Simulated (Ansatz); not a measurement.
Cost and result up the ladder for Cu(NH3)I (CuINH₃) (6 atoms). Total charge 0; singlet. Geometry: PBE-D4/def2-TZVP.

```xyz
6

Cu   -0.872   -0.239    0.615
N     0.686    0.189   -0.483
H     0.844    1.200   -0.536
H     0.576   -0.153   -1.443
H     1.540   -0.233   -0.107
I    -2.774   -0.763    1.955
```

Ansatz on 4 threads of Arm Neoverse V2 on a shared host. Times are rough, and most runs start from the orbitals of an earlier one. r2SCAN0-D4/def2-TZVP serves as the yardstick here, not as an exact answer. Differences are given only for rows in sets of like size (and for xTB, whose basis is part of the method), since another set adds its own error. Binding counts from free atoms at the same level (Cu doublet, N quartet, H doublet, I doublet; other spins of the atoms weren't run), without zero-point energy or a counterpoise term.

In the def2 sets I takes a core potential; there is no spin–orbit coupling. LC-ωPBE has ω = 0.4 bohr⁻¹. HSE06 is defined as in plane-wave codes, on full-range PBE exchange. Correlated methods freeze 14 core orbitals; core or outer-core shells of I are correlated, in sets that lack core-valence functions.

Correlated methods converge slowly with the basis.

```csv
level,functions,binding energy per atom (eV),difference from r2SCAN0-D4/def2-TZVP (eV)
PBE0-D4/def2-SVP,86,2.95,–
CCSD(T)/def2-TZVPP,187,2.86,0.00
PBE-D4/def2-TZVP,144,2.97,0.11
HSE06-D4/def2-TZVP,144,2.89,0.04
r2SCANh-D4/def2-TZVP,144,2.90,0.04
r2SCAN-D4/def2-TZVPD,171,2.93,0.08
PBE-D4/def2-SVP,86,3.04,–
r2SCAN-D4/def2-TZVP,144,2.93,0.07
r2SCAN0-D4/def2-TZVP,144,2.86,0.00
PBE0-D4/def2-TZVP (with forces),144,2.89,0.03
MP2/def2-TZVP,144,2.84,-0.01
PBE-D4/def2-TZVPD,171,2.98,0.12
PBE0-D4/def2-TZVPD,171,2.90,0.04
LC-ωPBE/def2-TZVP,144,2.90,0.04
```

Problem. Estimate how long each takes.

Solution. PBE-D4/def2-SVP 0.75 s; PBE-D4/def2-TZVP 1.1 s; PBE0-D4/def2-SVP 1.1 s; MP2/def2-TZVP 1.4 s; LC-ωPBE/def2-TZVP 1.6 s; PBE-D4/def2-TZVPD 1.7 s; HSE06-D4/def2-TZVP 1.9 s; PBE0-D4/def2-TZVP (with forces) 2.3 s; PBE0-D4/def2-TZVPD 2.3 s; r2SCAN-D4/def2-TZVP 2.5 s; r2SCANh-D4/def2-TZVP 2.9 s; r2SCAN0-D4/def2-TZVP 3 s; r2SCAN-D4/def2-TZVPD 3.3 s; CCSD(T)/def2-TZVPP 69 s. On shared hardware such times vary by a factor of up to 3.
